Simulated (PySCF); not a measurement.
**Basis and Hamiltonian dependence of the excitation energy of Te(2+)**

Te(2+) [Kr] 4d10 5s2 5p2 (3P) → Te(2+) [Kr] 4d10 5s2 5p1 6s1 (3P). Calculated with PySCF 2.14 from differences of total energies of unrestricted determinants, without spin-orbit coupling. Values in eV.

| basis | Hamiltonian | functions | UHF | PBE | PBE0 | MP2 (valence) |
| --- | --- | --- | --- | --- | --- | --- |
| aug-cc-pVTZ-DK3 | spin-free X2C | 68 | 13.041 | 12.743 | 12.954 | 13.016 |
| aug-cc-pwCVTZ-DK3 | spin-free X2C | 109 | 13.023 | 12.726 | 12.935 | 13.002 |
| aug-cc-pVQZ-PP with one added diffuse shell each of s, p, d, f, g type with ECP28MDF | ECP | 117 | 13.021 | 12.695 | 12.910 | 13.022 |
| aug-cc-pwCVTZ-DK3 with one added diffuse shell each of s, p, d, f type | spin-free X2C | 125 | 13.023 | 12.725 | 12.934 | 13.001 |

Frozen in the all-electron rows: valence: [Kr] 4d10; with a core potential, the same shells as far as they lie outside it.
